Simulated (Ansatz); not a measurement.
One change: `[CH3][SnH2][N]=C=O` becomes `O=C=[N][SnH2][Cl]`.

Ansatz, PBE0-D4/def2-TZVP geometries, multiplicity 1. Each molecule was computed in one conformer, which needn't be the lowest.

Elements past krypton have def2 core potentials.

```tsv
property	`[CH3][SnH2][N]=C=O`
HOMO–LUMO gap (PBE/def2-TZVPP) / eV	5.51
HOMO–LUMO gap (PBE0/def2-TZVPP) / eV	7.64
HOMO energy (ωB97M-V/def2-TZVPP) / eV	-10.24
HOMO–LUMO gap (B3LYP/def2-TZVPP) / eV	7.15
LUMO energy (PBE/def2-TZVPP) / eV	-1.14
size of the dipole moment (B3LYP/def2-TZVPP) / D	4.11
```

(1) What does the change do to each property? (Best estimate.)

Answers

(1) The calculation gave: 
```csv
property,`O=C=[N][SnH2][Cl]`,shift
HOMO–LUMO gap (PBE/def2-TZVPP) / eV,4.93,-0.58
HOMO–LUMO gap (PBE0/def2-TZVPP) / eV,7.23,-0.41
HOMO energy (ωB97M-V/def2-TZVPP) / eV,-10.78,-0.54
HOMO–LUMO gap (B3LYP/def2-TZVPP) / eV,6.68,-0.47
LUMO energy (PBE/def2-TZVPP) / eV,-2.24,-1.10
size of the dipole moment (B3LYP/def2-TZVPP) / D,3.58,-0.53
```

With PBE0 the HOMO falls by 0.54 eV and the LUMO falls by 0.94 eV, so the gap narrows by about 0.40 eV. PBE moves the HOMO by -0.52 eV and ωB97M-V by -0.54 eV. Dipoles are sizes alone; their direction can turn.

B3LYP here is the variant with VWN-RPA as its local correlation; programs differ in this.
